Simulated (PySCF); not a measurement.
C₆ coefficients of unlike pairs at UHF

Calculated with PySCF 2.14 from the dipole response of each species, C₆(A,B) = (3/π) ∫ α_A(iu) α_B(iu) du, in atomic units, from isotropic polarisabilities. For ions this is the dispersion term alone; charge-induced terms of lower order in 1/R come first.

| species | configuration | basis | relativity | α (bohr³) | C₆ (like pair) |
| --- | --- | --- | --- | --- | --- |
| Bi | [Xe] 4f14 5d10 6s2 6p3 (4S) | aug-cc-pVQZ-DK3 (10s9p7d4f2g) | spin-free X2C | 49.91 | 600.5 |
| C²⁺ | [He] 2s2 (1S) | aug-cc-pCVTZ-DK (7s6p4d2f) | spin-free X2C | 4.487 | 7.065 |
| Kr⁺ | [Ar] 3d10 4s2 4p5 (2P) | aug-cc-pV5Z-PP with ECP10MDF (8s7p6d4f3g2h) | core potential | 10.55 | 64.51 |
| Tc⁺ | [Kr] 4d5 5s1 (7S) | aug-cc-pVTZ-PP with one added diffuse shell each of s, p, d, f, g type with ECP28MDF (7s7p6d4f3g) | core potential | 47.17 | 358.5 |

Estimate C₆ for Kr⁺ with C²⁺.

The integral gives 20.79. The combination rule 2 C_A C_B / (C_A α_B/α_A + C_B α_A/α_B) gives 20.70 and the geometric mean 21.35.

No spin-orbit coupling is included, so Bi, close to jj coupling, stand for model states.

The other pairs:

```tsv
pair	C₆
Kr⁺, Bi	184.6
Tc⁺, Kr⁺	135.8
C²⁺, Bi	64.45
Tc⁺, C²⁺	48.29
Tc⁺, Bi	458.6
```
